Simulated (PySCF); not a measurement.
Mo(NH)(S)(F)(Cl) (ClFHMoNS), SMILES [NH]=[Mo]([F])(=[S])[Cl], multiplicity 1.

Geometry optimised at B3LYP-D3(BJ)/def2-SVP. The spin state was assumed, not searched. The structure was generated by enumeration; whether it is a known compound was not checked. The def2 effective core potentials stand for the cores of Mo; spin–orbit coupling is left out.

All values below come from TDDFT-LC-ωPBE/def2-SVPD in PySCF.

Vertical excitations. The molecule is in vacuum.

Task: Give excitation energies, oscillator strengths and character. (An estimate is asked for; the answer gives what the named calculation found.)

Result: 
| state | energy (eV) | λ (nm) | f | main pairs |
|---|---|---|---|---|
| S1 | 2.92 | 425 | 0.001 | HOMO→LUMO+1 57 %, HOMO→LUMO 32 % |
| S2 | 3.29 | 377 | 0.005 | HOMO→LUMO 51 %, HOMO→LUMO+1 37 % |
| S3 | 3.57 | 347 | 0.010 | HOMO−1→LUMO 77 % |
| S4 | 4.06 | 305 | 0.009 | HOMO−1→LUMO+1 48 %, HOMO→LUMO+2 24 %, HOMO−3→LUMO 11 % |
| S5 | 4.35 | 285 | 0.003 | HOMO−2→LUMO 49 %, HOMO−3→LUMO+1 16 % |
| S6 | 4.47 | 277 | 0.001 | HOMO−3→LUMO+1 32 %, HOMO−3→LUMO 29 %, HOMO−2→LUMO+1 10 %, HOMO−2→LUMO 7 % |
| S7 | 4.53 | 273 | 0.004 | HOMO→LUMO+2 47 %, HOMO−3→LUMO 16 %, HOMO−2→LUMO 13 % |
| S8 | 4.78 | 259 | 0.001 | HOMO→LUMO+3 55 %, HOMO−3→LUMO+1 24 % |
| S9 | 4.95 | 250 | 0.002 | HOMO−1→LUMO+2 80 % |
| S10 | 5.06 | 245 | 0.004 | HOMO−2→LUMO+1 48 %, HOMO−2→LUMO 11 %, HOMO→LUMO+4 9 % |
| T1 | 2.49 | 499 | 0 | HOMO→LUMO 70 % |
| T2 | 2.72 | 455 | 0 | HOMO−1→LUMO+1 48 %, HOMO→LUMO+1 30 %, HOMO−1→LUMO 12 % |
| T3 | 2.78 | 446 | 0 | HOMO→LUMO+1 49 %, HOMO→LUMO 21 %, HOMO−1→LUMO 15 % |
| T4 | 3.26 | 380 | 0 | HOMO−1→LUMO 60 %, HOMO−1→LUMO+1 26 % |
Triplets are in the Tamm–Dancoff approximation, which puts them higher than full response would, so one can lie above its singlet here.
